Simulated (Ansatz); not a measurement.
Relaxation of F$_{3}$H$_{3}$W (7 atoms, charge 0, multiplicity 1), to a largest force component of 0.03 eV/Å in at most 50 steps.

The calculation used RKS PBE/def2-SVP in Ansatz 0.2.0.

```xyz
7
Properties=species:S:1:pos:R:3:forces:R:3
W -0.725 -0.343 -0.222 0.12 0.05 0.06
H 1.642 0.690 1.135 -0.22 0.30 -0.01
F 2.048 -0.145 1.027 0.12 -0.33 -0.06
H -0.151 0.894 0.779 -0.01 0.00 0.01
F -2.362 0.308 -0.718 0.00 0.00 -0.01
F 0.003 -1.980 0.179 0.00 -0.01 0.00
H 0.354 0.447 -1.241 -0.01 0.00 0.01
```

Problem. Where does it end, and by what steps?

Solution. It converged. After 12 steps the energy has fallen by 0.113 eV; F3 moved furthest, 0.44 Å. Joined: W1–H2 (2.92 → 2.25 Å), W1–F3 (3.05 → 2.35 Å).

| step | energy less start (eV) | largest force component (eV/Å) | accepted |
| --- | --- | --- | --- |
| 0 | 0.0000 | 0.333 | yes |
| 1 | -0.0251 | 0.114 | yes |
| 2 | -0.0455 | 0.172 | yes |
| 3 | -0.0510 | 0.408 | yes |
| 4 | -0.0682 | 0.825 | yes |
| 5 | -0.0860 | 0.318 | yes |
| 6 | -0.0974 | 0.178 | yes |
| 7 | -0.1035 | 0.168 | yes |
| 8 | -0.1062 | 0.142 | yes |
| 9 | -0.1100 | 0.097 | yes |
| 10 | -0.1114 | 0.133 | yes |
| 11 | -0.1133 | 0.047 | yes |
| 12 | -0.1134 | 0.020 | yes |

```xyz
7
Properties=species:S:1:pos:R:3
W -0.469 -0.321 -0.124
H 1.243 0.637 0.982
F 1.635 -0.266 0.921
H -0.040 1.120 0.746
F -2.162 0.263 -0.494
F 0.100 -2.068 0.129
H 0.503 0.506 -1.220
```

Whether the end is a true minimum wasn't checked by a vibrational analysis.

Time of the run: 44 s on 1 thread of Arm Neoverse V2, on a shared host, peak memory 0.12 GiB.
